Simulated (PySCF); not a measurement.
SMILES Bc1ccc(C=C)cc1 (C8H9B), singlet at its GFN2-xTB optimised geometry (Å):

```
18

B     -1.5087    -2.9929    -0.0024
C     -0.6957    -1.6824     0.0000
C     -1.3193    -0.4245    -0.0001
C     -0.6002     0.7504     0.0008
C      0.7973     0.7329     0.0022
C      1.6105     1.9407     0.0043
C      1.1725     3.1934     0.0664
C      1.4342    -0.5118     0.0000
C      0.7075    -1.6824     0.0000
H     -0.9579    -4.0252    -0.0061
H     -2.6784    -2.9582    -0.0017
H     -2.3994    -0.3804    -0.0018
H     -1.1252     1.6937    -0.0030
H      2.6784     1.7625    -0.0455
H      1.8560     4.0252     0.0643
H      0.1274     3.4447     0.1245
H      2.5153    -0.5495    -0.0002
H      1.2292    -2.6290    -0.0008
```

Method: PBE0/def2-SVP (PySCF 2.14.0). Cells within 0.4 Å of a nucleus heavier than hydrogen are left out (blank, or x).

Map of the electrostatic potential (hartree/e), clipped to [-0.08, 0.12] on the plane z = 0.0 Å:

```
|1111111111111222222222222111111|
|1111111111122222222222222211111|
|1111111112222222222222222221111|
|1111111122222222223333222221111|
|1111111122222223235884322222111|
|1111111222222345569997322222111|
|1111111222223499999998322222111|
|111111222223359999x995322222211|
|11111122222345999xx994322222211|
|1111112222346657999998532222211|
|111111222249997699xx99963222221|
|111111222249999999xx99983222221|
|1111122222499999999999963222221|
|1111122223489xx9xx9996543222221|
|11111223467999x99x9985433222221|
|1111122399999999999999943222221|
|111111249999x99999xx99953222221|
|111111237999999999x999953222211|
|1111111224699999999998532222211|
|1111111111499xx9xx9953322222111|
|1111111124999999999942222221111|
|1111111399999999999952222211111|
|11111014999xx993599942222111111|
|1111100289999961246532221111111|
|1111000001599991122222211111111|
|1111000000029991111221111111111|
|1111100000003531111111111111111|
|1111100000000111111111111111111|
|1111110000000001111111111111111|
|1111111000000001111111111111111|
|1111111110000111111111111111111|
```
Scale: ten equal steps from -0.023 (start of '0') to 0.120 (end of '9'), in the order '0123456789'; x runs from -6.50 to 6.50, y from -6.50 (bottom) to 6.50 (top).
